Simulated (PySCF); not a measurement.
Harmonic spectrum computed at PBE in the def2-SVP basis family (core potentials from Rb on, PySCF, no spin–orbit coupling):

| symmetry | ω (cm⁻¹) | IR (km/mol, summed over degenerate members) |
| --- | --- | --- |
| a2'' | 91 | 6.0 |
| e' | 94 | 0.2 |
| a1' | 306 | 0.0 |
| e' | 387 | 13.2 |

Task: Which molecule gave it? In each, all ligands are bound to the one heavy central atom.
A. ZrCl₃ (doublet)
B. HfCl₃ (doublet)
C. CuCl₃ (triplet)
D. MnCl₃ (quintet)
E. RuCl₃ (quartet)

Result: C. It has D3h symmetry with Cu–Cl 2.146 Å (×3).
